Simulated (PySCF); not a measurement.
# Yb(NH2)3 at several levels of theory

Computed with PySCF 2.14.0 (density fitting, no spin-orbit coupling) at the geometry relaxed with PBE:

```xyz
10
Yb(NH2)3 (singlet in the valence; each metal's 4f electrons, 13 of them, lie in its core potential, out of spins and levels)
Yb    0.0037    0.0027    0.0012
N     2.1303    0.0038    0.2303
H     2.7459   -0.8155    0.3286
H     2.7623    0.8165    0.2527
N    -1.0572    1.8470   -0.2159
H    -0.6713    2.8011   -0.2257
H    -2.0729    1.9680   -0.3323
N    -1.0689   -1.8475   -0.0149
H    -0.6875   -2.7973    0.0950
H    -2.0845   -1.9789   -0.1190
```

| level | basis | state | HOMO (eV) | gap (eV) | charge on Yb1 (e) | population of f-type functions on Yb1 (polarisation alone where 4f lies in the core) | dipole about the centre of mass (D) | largest force component (eV/Å) |
| --- | --- | --- | --- | --- | --- | --- | --- | --- |
| PBE | Yb lcecp-1-SVP with ECP59, N def2-SVP, H def2-SVP | singlet | -4.79 | 3.00 | 0.69 | 0.04 | 0.01 | 0.02 |
| PBE | Yb lcecp-1-TZVP with ECP59, N def2-TZVP, H def2-TZVP | singlet | -4.98 | 3.10 | 1.43 | 0.04 | 0.01 | 0.47 |

In the lcecp rows the 4f levels are missing from HOMO and gap, and the state counts the valence alone.

Charges are Mulliken's, which hang on the basis. The relaxation used the grid (50, 194), these runs (75, 302) or, all-electron (x2c bases, spin-free X2C Hamiltonian), (99, 590).

Q: Order these levels, in the first row's basis, by the HOMO–LUMO gap they give here, smallest first.
A. CAM-B3LYP
B. BP86
C. PBE0
D. TPSSh

A: B (3.06 eV), D (4.11 eV), C (5.07 eV), A (7.22 eV).

Q: And their other results?

A: 
```
    level    state  HOMO (eV)  gap (eV)  charge on Yb1 (e)  population of f-type functions on Yb1 (polarisation alone where 4f lies in the core)  dipole about the centre of mass (D)  largest force component (eV/Å)
     BP86  singlet      -4.89      3.06               0.70                                                                                  0.04                                 0.01                            0.07
    TPSSh  singlet      -5.36      4.11               0.88                                                                                  0.04                                 0.01                            0.28
     PBE0  singlet      -6.14      5.07               0.90                                                                                  0.04                                 0.01                            0.39
CAM-B3LYP  singlet      -7.57      7.22               0.86                                                                                  0.04                                 0.01                            0.40
```

In the first row's basis the gap widens with exact exchange: 3.0 to 3.1 eV for PBE, BP86 (none); 4.1 to 5.1 eV for TPSSh, PBE0 (a fixed share); 7.2 eV for CAM-B3LYP (rising or full at long range).

An lcecp potential fixes the number of 4f electrons, so in runs with it no electron can move into or out of that shell.
